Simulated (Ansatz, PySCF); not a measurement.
Species: trifluorosilane, sum formula SiHF3, charge 0, multiplicity 1. SMILES: F[SiH](F)F
Coordinates optimised at B3LYP-D3(BJ)/def2-TZVP (Ansatz, a quantum-chemistry and plane-wave program):
```xyz
5

Si    -0.0378    -0.0056     0.3210
F     -0.6853     1.2966    -0.2933
F      1.4942    -0.0233    -0.0598
F     -0.7271    -1.2613    -0.3426
H     -0.2079    -0.0307     1.7674
```

PBE beside other levels, property by property. Cores are frozen in the correlated levels unless marked. UHF or UKS for open shells. No spin-orbit coupling. No relativistic terms. CBS(X,Y): correlation extrapolated as X^-3; Hartree-Fock from the larger set (for Q and 5 zeta extrapolated as (X+1)exp(-9√X)). The bracket is a focal-point correction in the basis named. Rows marked 298 K are enthalpies with B3LYP-D3(BJ) harmonic zero-point and thermal terms from PySCF. Atomisation energies are electronic, to ground-state atoms; the column to compare with has the core term from cc-pwCVTZ added, other frozen-core levels have none. The coupled-cluster column (Ansatz) is a level with limits of its own: (a) RI-MP2/CBS(cc-pV(T+d)Z,cc-pV(Q+d)Z)+[CCSD(T)-MP2]/cc-pV(T+d)Z; (b) CCSD(T)/CBS(cc-pV(Q+d)Z,cc-pV(5+d)Z).

```csv
property,r2SCAN-D4/def2-TZVPD (Ansatz + dftd4),HSE06/def2-TZVPD (Ansatz),CAM-B3LYP/def2-TZVPD (Ansatz),coupled cluster
"H-Si bond dissociation enthalpy, 298 K, to F[Si](F)F + H atom (kcal/mol)",94.9,94.7,98.8,102.0 (a)
atomisation energy (kcal/mol),506.4,494.3,507.0,514.6 (b)
```

**Question.** What does PBE/def2-TZVPD (Ansatz) give for each property, and on which side of coupled cluster does it fall?

**Answer.** 
- H-Si bond dissociation enthalpy, 298 K, to F[Si](F)F + H atom: PBE lies 9.7 kcal/mol below coupled cluster; PBE gives 92.3 kcal/mol.
- atomisation energy: PBE lies 8.5 kcal/mol below coupled cluster; PBE gives 506.1 kcal/mol.
